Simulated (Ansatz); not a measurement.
Reaction (ligand exchange at a Ta–Cl bond): `[NH]=[Ta]([NH2])([NH2])[Cl]` + H–F → `[NH]=[Ta]([NH2])([NH2])[F]` + HCl

Calculated with Ansatz (gas phase, PBE0-D4/def2-TZVP geometries, no zero-point term in ΔE). CBS: MP2 limit from def2 TZ/QZ plus the TZ coupled-cluster correction, frozen cores. This one scheme is used for every species. Functionals use def2-TZVPP. Elements past krypton have def2 core potentials. For Ta outer-core shells are correlated without core-valence functions, which leaves a few kJ/mol of doubt a bond. One conformer a species, not always the lowest.

**Question.** Is it downhill or uphill in electronic energy at CCSD(T)/CBS, and by how much? (Best estimate.)

**Answer.** Ansatz gave: Uphill: ΔE = +4.4 kJ/mol.

**Question.** What do these levels give: r2SCANh-D4, BHLYP-D4, CAM-B3LYP-D4, CCSD/def2-SVP, SCS-MP2/def2-QZVPP, HF/CBS(def2)? (An estimate is asked.)

**Answer.** Computed: r2SCANh-D4 -4.4, BHLYP-D4 -3.0, CAM-B3LYP-D4 -13.5, CCSD/def2-SVP -13.8, SCS-MP2/def2-QZVPP 6.4, HF/CBS(def2) -8.9 kJ/mol.

Largest T1 diagnostic among the species: 0.018.

From r2SCAN to r2SCAN0 (25 % exact exchange), in def2-TZVPP and without D4, ΔE moves by +5.5 kJ/mol. The D4 term adds +5.7 kJ/mol with B3LYP and +3.3 kJ/mol with PBE0; it sums over pairs of atoms, weighted by their polarisabilities, and B3LYP, whose exchange is more repulsive, gets the larger term. Leaving LDA and LC-ωPBE aside and taking each functional with its dispersion term where it has one, the values, not all of them listed here, spread over 19.0 kJ/mol, from CAM-B3LYP-D4 to PBE-QIDH. LDA lies +3.2 kJ/mol from PBE without D4.

B3LYP here is the variant with VWN-RPA as its local correlation; programs differ in this.
